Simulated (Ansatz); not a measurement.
Ligands exchanged one at a time, Al Br-SH. Gas-phase values, no solvent. One relaxed conformer stands for each flexible species; it need not be the lowest. Strings in code marks are SMILES.

Quantity: redistribution energy (mixed species minus the weighted end members), in eV.

Case: 2 of 3 Br replaced by SH: `[SH][Al]([SH])[Br]` (H–S–Al–Br torsion -180°, Br–Al–S–H torsion 0°). The other species in the difference include `[Br][Al]([Br])[Br]` (neutral, multiplicity 1). Geometry of `[SH][Al]([SH])[Br]` (neutral, multiplicity 1, Å):

```xyz
6

S      2.0857     0.5761     0.5115
Al    -0.0464     0.3855     0.1330
S     -0.8834    -1.4623    -0.6574
Br    -1.3667     2.1565     0.5827
H      2.3491    -0.6769     0.0957
H     -2.1383    -0.9787    -0.6655
```

Task: Estimate the redistribution energy (mixed species minus the weighted end members) that frozen-core MP2/cc-pVTZ // B3LYP-D3(BJ)/def2-TZVP (Ansatz, a program for electronic structure) returns for this input.

Result: -0.056 eV.
